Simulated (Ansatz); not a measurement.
Al12P12, a nanocrystal cut from wurtzite AlP (bare), relaxed as a singlet with RKS r2SCAN-D4/def2-SVP in Ansatz, starting from the GFN2-xTB geometry. Force threshold 0.03 eV/Å.

Single mean-field runs in def2-SVP are fitted with def2-universal-jkfit.

Start:

```
atom   x (Å)   y (Å)   z (Å)
  P1  -3.004  -0.506   3.363
 Al2  -2.079  -2.173   2.049
 Al3  -2.043   0.483   1.216
  P4  -2.526  -1.465  -0.217
  P5  -2.064   1.963  -0.676
 Al6  -1.497  -0.102  -1.905
 Al7  -0.675   2.465  -2.586
  P8  -1.369   0.974  -4.213
  P9  -0.792  -4.082   1.810
Al10  -0.253  -2.404  -0.036
 P11   0.253  -1.795  -2.300
Al12   0.717   0.213  -3.558
Al13  -0.715  -0.215   3.559
 P14  -0.255   1.795   2.300
Al15   0.253   2.418   0.035
 P16   0.795   4.081  -1.824
 P17   1.369  -0.976   4.215
Al18   0.674  -2.468   2.586
Al19   1.495   0.103   1.905
 P20   2.067  -1.960   0.679
 P21   2.523   1.471   0.220
Al22   2.043  -0.485  -1.214
Al23   2.078   2.167  -2.048
 P24   3.007   0.498  -3.357
```

**Question.** Estimate the energy that the relaxation releases and the steps that it takes.

**Answer.** 40.4 kcal/mol, in 5 steps; 36 s on 2 threads of AMD EPYC 7R13 on a shared host and a share (18 GiB) of an NVIDIA H100 80GB HBM3. No frequencies were taken in this run, so the end may be a saddle point.

**Question.** Does the start keep its bonding and symmetry?

**Answer.** By distances, no bond broke or formed. The bond that changes most is P17–Al19, from 2.55 to 2.43 Å (atoms count from 1). Point group D3d at the start, D3d at the end, both within 0.05 Å.

**Question.** Predict the relaxed structure.

**Answer.** 
```xyz
24

P    -2.9428   -0.4962    3.2953
Al   -2.3121   -2.2896    1.9911
Al   -2.0862    0.4911    1.2448
P    -2.4653   -1.4493   -0.1690
P    -1.9964    1.9314   -0.7006
Al   -1.5263   -0.1018   -1.9485
Al   -0.8836    2.6332   -2.6149
P    -1.3382    0.9560   -4.1299
P    -0.7778   -3.9975    1.7811
Al   -0.2591   -2.4627   -0.0320
P     0.2588   -1.7192   -2.2771
Al    0.7324    0.0188   -3.7435
Al   -0.7323   -0.0194    3.7441
P    -0.2596    1.7185    2.2773
Al    0.2593    2.4645    0.0318
P     0.7785    3.9973   -1.7835
P     1.3383   -0.9569    4.1299
Al    0.8836   -2.6335    2.6142
Al    1.5264    0.1020    1.9489
P     1.9974   -1.9302    0.7010
P     2.4643    1.4512    0.1696
Al    2.0853   -0.4909   -1.2440
Al    2.3125    2.2888   -1.9915
P     2.9431    0.4945   -3.2945
```
Bond lengths (bridged metal pairs left out): 42 × Al–P 2.31 to 2.43 Å.
